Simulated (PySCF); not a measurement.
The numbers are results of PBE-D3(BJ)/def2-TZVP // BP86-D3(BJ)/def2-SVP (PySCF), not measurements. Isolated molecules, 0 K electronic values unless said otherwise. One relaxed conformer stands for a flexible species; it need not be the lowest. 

Reference species: [Ti(NH2)4] (neutral, multiplicity 1).

| Quantity | Value |
|---|---|
| coordination number | 4 |
| LUMO | -1.71 eV |
| mean distance from the central atom to its bonded neighbours | 1.899 Å |

Changed species: [W(=O)2(NH2)2] (M = W, dioxo; the reference has M = Ti).

Q: Predict the effect on the coordination number, LUMO and mean distance from the central atom to its bonded neighbours.

A: the coordination number stays essentially unchanged; the LUMO drops by 0.55 eV, to -2.26 eV; the mean distance from the central atom to its bonded neighbours falls by 0.050 Å, to 1.849 Å.
